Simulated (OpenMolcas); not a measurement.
Computed levels of 4d in ions with 37 electrons, in cm-1 above 2D 3/2.

```yaml
Program: OpenMolcas 26.06
Method: CASSCF
Basis: ANO-RCC-VQZP
Scalar_Hamiltonian: DKH2, point nucleus
Spin-orbit_coupling: RASSI with atomic mean-field integrals over the reference wave functions, term energies averaged over their components
```

Active space for each ion: 1 electron in 5 orbitals (4d).

```csv
Level,Zr3+,Mo5+,Ru7+
2D 5/2,1223,2418,4037
```

Task: Estimate 2D 5/2 for Nb4+ from its neighbours Zr3+ and Mo5+.

Result: 2D 5/2 is fine structure, which grows about as the fourth power of a screened charge, so the fourth roots are averaged: ((1223^0.25 + 2418^0.25) / 2)^4 = 1745. The calculation gives 1787, so the estimate is off by -2.4 %; the measured value is 1870 (Moore, Atomic Energy Levels, vol. II, NSRDS-NBS 35 (1971 reprint of NBS Circular 467, 1952)).

With one active electron the reference holds no correlation, so core polarisation is missing. Measured partners are found by configuration, term and J. A level has none where our copy of the source lacks it or the pairing is in doubt (some pairs that miss far off the trend of their configuration count as doubtful), and it then counts in no deviation. Levels of configurations outside the active space are missing.
